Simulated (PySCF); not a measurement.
C3H16Si4.
Cartesian coordinates in Å at the PBE0-D3(BJ)/def2-SVP level; atoms count from 1:
```
atom  x, y, z in Å
C1    -4.4669   -0.8443    0.3971
C2    -3.0867   -0.3747    0.8320
C3    -2.0515   -0.4271   -0.2911
Si4   -0.3142    0.1154    0.2192
Si5    1.2075    0.0154   -1.5637
Si6    3.2939    0.8077   -0.8442
Si7    3.9745   -0.4632    1.0064
H8    -4.4378   -1.8853    0.0363
H9    -4.8588   -0.2219   -0.4233
H10   -5.1900   -0.7979    1.2259
H11   -2.7397   -0.9882    1.6819
H12   -3.1543    0.6569    1.2195
H13   -2.3705    0.2090   -1.1362
H14   -1.9784   -1.4515   -0.6986
H15    0.2027   -0.7650    1.3174
H16   -0.3374    1.5180    0.7479
H17    1.3648   -1.4070   -2.0118
H18    0.7085    0.8144   -2.7296
H19    3.1650    2.2428   -0.4337
H20    4.3187    0.7182   -1.9330
H21    4.0464   -1.9084    0.6265
H22    2.9755   -0.3107    2.1091
H23    5.3150   -0.0293    1.5082
```

The calculation used core-valence-separated Tamm–Dancoff BHandHLYP/aug-pcX-1 (pcseg-1 on H, def2-SVPD on Si) in PySCF, non-relativistic, gas phase, PBE0-D3(BJ)/def2-SVP geometry. BHandHLYP without relativity tends to put these K edges a few eV too low, so spacings mean more than positions.

The lowest roots of each edge with f over 0.003 (five at most, numbered afresh; weaker and dark ones are left out), with transition dipoles (au) in the frame of the coordinates:

| root | edge | E (eV) | f | μx | μy | μz |
| --- | --- | --- | --- | --- | --- | --- |
| 1 | C | 285.20 | 0.0108 | 0.0335 | 0.0021 | -0.0204 |
| 2 | C | 285.27 | 0.0094 | -0.0344 | -0.0107 | -0.0071 |
| 3 | C | 285.63 | 0.0277 | 0.0417 | 0.0190 | 0.0432 |
| 4 | C | 285.67 | 0.0187 | -0.0117 | -0.0161 | -0.0478 |
| 5 | C | 285.91 | 0.0306 | 0.0126 | -0.0631 | 0.0150 |

Task: Molecules are fixed in this frame and the field points along (1, 1, 0)/√2. What effective strengths 3 f cos²θ do the roots have (θ between field and μ)?

Result: root 1 (C3): 0.013, root 2 (C1): 0.021, root 3 (C3): 0.039, root 4 (C2): 0.008, root 5 (C3): 0.027. Root 3 is the strongest. Averaged over all orientations cos²θ is 1/3, which gives f back.

One conformer stands for the species.
